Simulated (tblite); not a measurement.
**Question.** What does the GFN2-xTB structure of `O=Cc1cnsc1` look like in three dimensions?

**Answer.** 
```xyz
10
C4H3NOS angstrom
O     -2.2701    1.1063    0.1519
C     -1.6155    0.1000    0.0588
C     -0.1599    0.0427    0.0067
C      0.6166   -1.1406   -0.1054
N      1.9064   -0.9740   -0.1363
S      2.3004    0.6091   -0.0344
C      0.6866    1.1317    0.0574
H     -2.0938   -0.8973    0.0032
H      0.2186   -2.1389   -0.1657
H      0.4196    2.1655    0.1412
```

Orientation and origin are arbitrary. Atoms count from 1 in this order. The 3 C–C bonds span 1.380 Å (C3–C7, aromatic) to 1.458 Å (C2–C3, drawn single), a spread of 0.078 Å. The 5-membered ring C3–C4–N5–S6–C7 has internal angles of 94.2° to 115.9°; it is planar, 0.00 Å rms from its mean plane, widest ring torsion 0°. The 7 heavy atoms lie in one plane (0.001 Å rms).

Bonds between heavy atoms (Å): O1=C2 1.204, C2–C3 1.458, C3–C4 1.420, C4–N5 1.301, N5–S6 1.635, S6–C7 1.699, C3–C7 1.380.

Computed geometry: GFN2-xTB, gas phase.

Point group: Cs (every atom within 0.08 Å of its image). Its GFN2-xTB frequencies are all real (lowest 109 cm⁻¹). The numbers are those of one conformer (O1–C2–C3–C4 180°). 2 starts were optimised and ended at 0.00 and 0.45 kcal/mol (GFN2-xTB); the lowest of these is shown.
